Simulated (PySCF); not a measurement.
Compound: C3H4NO3S (charge -1).
SMILES with atom numbers: `[N:1]#[C:2][CH2:3][CH2:4][S:5](=[O:6])(=[O:7])[O-:8]` (hydrogens: H9, H10 on C3; H11, H12 on C4)

The geometry is computed with GFN2-xTB (gas phase).

Q: Give the optimised bond lengths and angles.

A: 
```
               bond  length (bohr)          order
              N1≡C2          2.169         triple
              C2–C3          2.700         single
              C3–C4          2.859         single
              C4–S5          3.490         single
S5=O6, S5=O7, S5–O8          2.759  double/single
      C3–H9, C3–H10          2.070         single
     C4–H11, C4–H12          2.051         single
```

Bonds in one row agree within 0.02 bohr and their mean is given. Orders are formal, as drawn. A selection of angles:
```
     angle  degrees
  N1–C2–C3    178.4
  C2–C3–C4    113.6
  C2–C3–H9    110.6
  C4–C3–H9    107.2
 H9–C3–H10    107.3
  C3–C4–S5    101.3
 C3–C4–H11    113.6
 S5–C4–H11    108.2
H11–C4–H12    111.2
  C4–S5–O6    103.6
  C4–S5–O7    105.6
  O6–S5–O7    114.3
```

Torsions: C2–C3–C4–S5 180° (antiperiplanar); C3–C4–S5–O6 -59° (synclinal).

Of the pairs four or more bonds apart, O6···H10 is among the closest relative to their van der Waals radii: 2.35 Å, 86 % of the sum of Bondi's values. The 2 C–C bonds span 1.429 Å (C2–C3, drawn single) to 1.513 Å (C3–C4, drawn single), a spread of 0.084 Å. All 3 O–S bonds measure 1.457 to 1.461 Å. S5 (sulfonyl sulfur) is distorted tetrahedral (angles from 103.5° to 114.4°).

Point group: Cs (tolerance 0.08 Å). GFN2-xTB frequencies: not computed here.

One conformer stands for the species.
